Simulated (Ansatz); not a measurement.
The cluster Rb₃Cl₃⁻, 6 atoms. Hardware: 4 threads of Arm Neoverse V1 on a shared host.

In the def2 sets Rb takes a core potential; there is no spin–orbit coupling. Correlated methods freeze 15 core orbitals; core or outer-core shells of Rb are correlated, in sets that lack core-valence functions.

(1) How many basis functions does each of these Ansatz runs have, and roughly what does it cost? PBE0-D4/def2-SVPD, charge -1 doublet, relaxation, 5 steps; PBE0-D4/def2-SVP, charge -1 doublet, energy with a search over starts; PBE0-D4/def2-TZVPD, charge -1 doublet, energy, from earlier orbitals; r2SCAN0-D4/def2-TZVPD, charge -1 doublet, energy, from earlier orbitals; PBE-D4/def2-TZVPD, charge -1 doublet, energy and forces, from earlier orbitals; r2SCAN-D4/def2-TZVPD, charge -1 doublet, energy, from earlier orbitals; LC-ωPBE/def2-TZVPD, charge -1 doublet, energy, from earlier orbitals; HF/STO-3G, charge -1 doublet, energy; CAM-B3LYP-D4/def2-TZVPD, charge -1 doublet, energy, from earlier orbitals; MP2/def2-TZVPD, charge -1 doublet, energy, from earlier orbitals; RPA@PBE/def2-TZVPD, charge -1 doublet, energy, from earlier orbitals.

## Answers

(1) Other jobs shared the machine, so times can vary by a factor of up to 3. A dash marks memory too small to be measured apart from the calling script's.

```tsv
run	functions	fitting or Cholesky vectors	wall time	peak host memory (GiB)
HF/STO-3G, charge -1 doublet, energy	93	921	1.5 s	–
MP2/def2-TZVPD, charge -1 doublet, energy, from earlier orbitals	237	1824	8.5 s	0.83
PBE-D4/def2-TZVPD, charge -1 doublet, energy and forces, from earlier orbitals	237	1812	13 s	0.56
PBE0-D4/def2-SVP, charge -1 doublet, energy with a search over starts	126	1161	14 s	0.61
LC-ωPBE/def2-TZVPD, charge -1 doublet, energy, from earlier orbitals	237	1812	14 s	0.99
PBE0-D4/def2-TZVPD, charge -1 doublet, energy, from earlier orbitals	237	1896	18 s	1.2
CAM-B3LYP-D4/def2-TZVPD, charge -1 doublet, energy, from earlier orbitals	237	1824	18 s	1.4
RPA@PBE/def2-TZVPD, charge -1 doublet, energy, from earlier orbitals	237	1824	19 s	0.85
r2SCAN-D4/def2-TZVPD, charge -1 doublet, energy, from earlier orbitals	237	1812	23 s	0.72
r2SCAN0-D4/def2-TZVPD, charge -1 doublet, energy, from earlier orbitals	237	1896	30 s	1.4
PBE0-D4/def2-SVPD, charge -1 doublet, relaxation, 5 steps	162	1620	33 s	0.6
```
